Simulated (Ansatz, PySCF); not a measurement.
TlI, SMILES [I][Tl]. Atoms are numbered in the order given.

```xyz
2

Tl     0.0000     0.0000    -1.1433
I      0.0000     0.0000     1.7329
```
Charge 0, spin multiplicity 1.

Geometry: B3LYP-D3(BJ)/def2-TZVP. The def2 effective core potentials stand for the cores of I, Tl; spin–orbit coupling is left out.

Two levels are set side by side: PBE-D3(BJ)/def2-TZVP (Ansatz, an electronic-structure program) and B3LYP-D3(BJ)/def2-TZVP (Ansatz). Each level has its own optimised geometry; the coordinates shown are those of the second. Frequencies come from the Hessian of PySCF at each geometry. Differences are taken from unrounded values.

```
quantity                            B3LYP-D3(BJ)
----------------------------------  ------------
bond Tl1–I2 (Å)                            2.876
highest harmonic wavenumber (cm⁻¹)           142
mean harmonic wavenumber (cm⁻¹)              142
zero-point energy (kcal/mol)                0.20
```

Task: What does PBE-D3(BJ) give, and how far is it from B3LYP-D3(BJ)? (An estimate is asked for; the answer gives what the named calculation found.)

Result: 
```csv
quantity,PBE-D3(BJ),PBE-D3(BJ) minus B3LYP-D3(BJ)
bond Tl1–I2 (Å),2.861,-0.015
highest harmonic wavenumber (cm⁻¹),143,2
mean harmonic wavenumber (cm⁻¹),143,2
zero-point energy (kcal/mol),0.21,0.00
```

Here PBE gives about what the other level gives.
